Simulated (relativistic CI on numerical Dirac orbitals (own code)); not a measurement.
**La⁴⁰⁺: sensitivity of the levels to the model**

Base calculation: Dirac-Coulomb-Breit CI, orbitals from a KLI potential per configuration, model QED (radiative potential, 1s self-energy scaled to tabulated hydrogen-like ionisation energies), unscaled Slater integrals.

Configurations in the expansion (outside the closed core [Ne]): 3s2 3p5, 3s 3p6, 3s2 3p4 3d, 3s 3p5 3d, 3p6 3d, 3s 3p4 3d2, 3s2 3p3 3d 4p, 3p6 4s, 3s 3p4 3d 4s, 3s2 3p4 4s, 3p6 4p, 3s2 3p4 4p, 3s2 3p3 3d2, 3s2 3p2 3d3, 3s 3p3 3d3, 3s2 3p2 3d2 4s, 3s2 3p2 3d2 4p. Double excitations out of closed p, d and f shells are left out; levels of such configurations are missing from the list, as are those of other unlisted configurations, and high levels can miss mixing partners.

The lowest level and the first level of each name with at least 55 % of one term (blank where a level has no safe partner in the second run):

```csv
Level,Base (cm⁻¹),Shift (cm⁻¹)
3s2 3p5 2P°_3/2,0,0
3s2 3p5 2P°_1/2,807774,+10260
3s2 3p4 3d 2D_3/2,1514285,+5308
3s2 3p4 3d 4F_9/2,1566062,+14368
3s 3p6 2S_1/2,1899756,+4761
3s2 3p4 3d 4D_1/2,2093608,+15291
3s2 3p4 3d 2G_7/2,2225517,+19551
3s2 3p4 3d 2G_9/2,2399508,+26093
```

At this charge energies of transitions that change n are usually good to better than 1 %, and those within a shell (Δn = 0) to a few per cent.

Problem. One thing was changed in a second run, which moved the levels as shown. Which?
A. configuration mixing switched off
B. one mean potential for all configurations
C. Breit term removed
D. QED terms removed

Solution. C. Breit term removed. The Breit term mainly narrows fine-structure intervals, so removing it widens them.

LS names give the leading component of a level, which can be under half, so a name can repeat, a term be missing and a line seem to break the LS rules.
